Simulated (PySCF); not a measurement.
**`CCCSCC#N`, C$_{5}$H$_{9}$NS**

Molfile (atoms numbered from 1):
```
C5H9NS
     RDKit          3D

 16 15  0  0  0  0  0  0  0  0999 V2000
   -2.3225   -0.4979   -0.0606 C   0  0  0  0  0  0  0  0  0  0  0  0
   -1.0725    0.3677   -0.1674 C   0  0  0  0  0  0  0  0  0  0  0  0
   -0.0700   -0.0008    0.9148 C   0  0  0  0  0  0  0  0  0  0  0  0
    1.3606    1.1250    0.9908 S   0  0  0  0  0  0  0  0  0  0  0  0
    2.2347    0.7001   -0.5726 C   0  0  0  0  0  0  0  0  0  0  0  0
    2.4934   -0.7067   -0.6336 C   0  0  0  0  0  0  0  0  0  0  0  0
    2.6510   -1.8393   -0.6500 N   0  0  0  0  0  0  0  0  0  0  0  0
   -3.0279   -0.2415   -0.8470 H   0  0  0  0  0  0  0  0  0  0  0  0
   -2.0655   -1.5504   -0.1573 H   0  0  0  0  0  0  0  0  0  0  0  0
   -2.8087   -0.3484    0.9007 H   0  0  0  0  0  0  0  0  0  0  0  0
   -1.3421    1.4214   -0.0647 H   0  0  0  0  0  0  0  0  0  0  0  0
   -0.6234    0.2267   -1.1534 H   0  0  0  0  0  0  0  0  0  0  0  0
   -0.5232    0.0855    1.9026 H   0  0  0  0  0  0  0  0  0  0  0  0
    0.3089   -1.0155    0.7866 H   0  0  0  0  0  0  0  0  0  0  0  0
    3.1693    1.2614   -0.5458 H   0  0  0  0  0  0  0  0  0  0  0  0
    1.6305    1.0216   -1.4232 H   0  0  0  0  0  0  0  0  0  0  0  0
  1  2  1  0
  2  3  1  0
  3  4  1  0
  4  5  1  0
  5  6  1  0
  6  7  3  0
  1  8  1  0
  1  9  1  0
  1 10  1  0
  2 11  1  0
  2 12  1  0
  3 13  1  0
  3 14  1  0
  5 15  1  0
  5 16  1  0
M  END
```

Computed, not measured: GIAO PBE0/pcSseg-1 magnetisability, rotational g tensor and spin-rotation constants, non-relativistic, gas phase in PySCF 2.14.0. Geometry: GFN2-xTB.

(1) How diamagnetic is it, and how anisotropic?

(2) Split it along the inertial axes a, b, c into diamagnetic and paramagnetic parts about the centre of mass, with the quadrupole moment.

(3) And the rotational g tensor?

## Answers

(1) Isotropic -1351 × 10⁻³⁰ J/T², or -81.4 × 10⁻⁶ cm³/mol; principal values -1407, -1331, -1314 × 10⁻³⁰ J/T², anisotropy 86 × 10⁻³⁰ J/T² (root of half the summed squared differences of the principal values). The susceptibility is in cgs units.

(2) 
| axis | χ (10⁻⁶ cm³/mol) | diamagnetic (10⁻⁶ cm³/mol) | paramagnetic (10⁻⁶ cm³/mol) | summed x² of all electrons (Å²) | quadrupole Θ (D Å) |
| --- | --- | --- | --- | --- | --- |
| a | -80.2 | -502.0 | 421.8 | 205.0 | +3.65 |
| b | -84.2 | -1007.8 | 923.6 | 85.8 | -8.82 |
| c | -79.7 | -1234.0 | 1154.3 | 32.5 | +5.17 |

Anisotropies 2χaa − χbb − χcc = +3.5 and 2χbb − χaa − χcc = -8.5 × 10⁻⁶ cm³/mol. Θ is traceless in Buckingham's convention.

(3) 
| axis | rotational constant (GHz) | g | nuclear part | electronic part |
| --- | --- | --- | --- | --- |
| a | 2.9447 | -0.0221 | 0.5614 | -0.5835 |
| b | 1.3530 | -0.0030 | 0.5841 | -0.5871 |
| c | 1.0543 | -0.0086 | 0.5631 | -0.5717 |

Asymmetric top; isotopes 12C, 1H, 14N, 32S; no vibrational averaging.
